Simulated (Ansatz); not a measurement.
Ligand exchange: C2H5ClSi + C2H6Mg → C2H6Si + C2H5ClMg

Species: C2H5ClSi `C=C[SiH2]Cl`, singlet; C2H6Mg `C[CH2][MgH]`, singlet; C2H6Si (vinylsilane) `C=C[SiH3]`, singlet; C2H5ClMg `C[CH2][Mg][Cl]`, singlet. The partners trade Cl for H: Si–Cl and Mg–H bonds give way to Si–H and Mg–Cl.

Shapes, held fixed at every level: PBE0-D4/def2-TZVP. Flexible molecules stand in one conformer, not always the lowest. Programs: Ansatz 0.2.0. The zero-point and thermal change to 298 K, harmonic and unscaled (PBE0-D4/def2-TZVP), is +6.1 kJ/mol.

(1) Estimate ΔH(298 K) of this reaction.

Results:

(1) The highest level, CCSD(T)/def2-TZVPP, gives ΔH(298 K) = -104.1 kJ/mol; the levels span -128.1 to -100.5. The column of differences is taken from that level and isn't an error. No measured value is set beside it here. Outer-core shells of Mg are correlated, in sets that cover them unevenly. Times are processor times on shared x86 and Arm servers, and rough.

```tsv
level	kind	ΔH(298 K) (kJ/mol)	less CCSD(T)/def2-TZVPP	CPU time (sum over the molecules)
HF/def2-SVP	Hartree–Fock	-128.1	-24.0	–
B3LYP-D4/def2-TZVPP	global hybrid	-102.7	+1.4	36 s
BHLYP-D4/def2-TZVPP	global hybrid	-105.7	-1.6	23 s
wB97M-V/def2-TZVPP	range-separated hybrid	-100.5	+3.6	88 s
wB97X-V/def2-TZVPP	range-separated hybrid	-102.4	+1.7	64 s
B2PLYP/def2-TZVPP	double hybrid	-107.5	-3.4	39 s
CCSD(T)/def2-SVP	coupled cluster or CI	-123.4	-19.3	23 s
CCSD(T)/def2-TZVPP	coupled cluster or CI	-104.1	0.0	8.3 min
```
